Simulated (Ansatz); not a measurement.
Gas-phase electronic energies from Ansatz, PBE0-D4/def2-TZVP geometries. CBS: MP2 limit from def2 TZ/QZ plus the TZ coupled-cluster correction, frozen cores. This one scheme is used for every species. Functionals use def2-TZVPP. B3LYP here is the variant with VWN-RPA as its local correlation; programs differ in this. Each species was taken in one conformer, which may not be the lowest.

Consider the cleavage of the Si–Si bond: `CO[Si@@H](N)[Si@H](N)F` + `N[SiH](O)F` → `N[Si@@H](F)O[Si@@H](N)F` + `CO[SiH2]N`.

```tsv
level	ΔE (kJ/mol)	difference from CCSD(T)/CBS
r2SCAN-D4	-143.1	6.2
B3LYP-D4	-144.3	5.0
ωB97M-V	-149.6	-0.3
B2PLYP	-153.9	-4.6
PBE	-120.9	28.4
r2SCAN	-144.3	5.0
PBE0	-134.1	15.2
B3LYP	-150.4	-1.1
SCS-MP2/def2-TZVPP	-159.7	-10.4
CCSD(T)/def2-TZVPP	-150.4	-1.1
HF/def2-QZVPP	-188.2	-38.9
MP2/def2-QZVPP	-156.0	-6.7
SCS-MP2/def2-QZVPP	-160.2	-10.9
HF/CBS(def2)	-188.7	-39.4
MP2/CBS(def2)	-154.3	-5.0
CCSD/CBS(def2)	-154.7	-5.4
CCSD(T)/CBS	-149.3	0
```

Largest T1 diagnostic among the species: 0.012.

The D4 term adds +6.0 kJ/mol with B3LYP and +3.5 kJ/mol with PBE0; it sums over pairs of atoms, weighted by their polarisabilities, and B3LYP, whose exchange is more repulsive, gets the larger term. In def2-TZVPP, CCSD(T) changes the Hartree–Fock value by +34.4 kJ/mol (the triples alone add +5.4 kJ/mol) and MP2 by +29.3 kJ/mol.
